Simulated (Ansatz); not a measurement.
Consider the substitution at a C–N bond: `CC(C)[NH][Zr]([Cl])([Cl])[Cl]` + `[OH][InH][F]` → `CC(C)[O][InH][F]` + `[NH2][Zr]([Cl])([Cl])[Cl]`.

Isolated molecules relaxed with PBE0-D4/def2-TZVP in Ansatz; ΔE leaves out vibrations. CCSD(T)/CBS adds triple-zeta CCSD(T) − MP2 to the extrapolated MP2 energy (def2 sets, frozen cores). Elements past krypton have def2 core potentials. For In, Zr outer-core shells are correlated without core-valence functions, which leaves a few kJ/mol of doubt a bond. One conformer a species, not always the lowest.

```tsv
species	CCSD(T)/CBS(def2) energy (Eh)
`CC(C)[NH][Zr]([Cl])([Cl])[Cl]`	-1600.28862
`[OH][InH][F]`	-366.01888
`CC(C)[O][InH][F]`	-483.79120
`[NH2][Zr]([Cl])([Cl])[Cl]`	-1482.50761
```

(1) Work out ΔE.

Largest T1 diagnostic among the species: 0.017.

Results:

(1) ΔE = (-483.79120) + (-1482.50761) − (-1600.28862) − (-366.01888) = 0.00869 Eh = +22.8 kJ/mol.

In def2-TZVPP, CCSD(T) changes the Hartree–Fock value by +18.2 kJ/mol (the triples alone add +2.5 kJ/mol) and MP2 by +26.0 kJ/mol. The D4 term adds +7.7 kJ/mol with B3LYP and +5.0 kJ/mol with PBE0; it sums over pairs of atoms, weighted by their polarisabilities, and B3LYP, whose exchange is more repulsive, gets the larger term.

B3LYP here is the variant with VWN-RPA as its local correlation; programs differ in this.
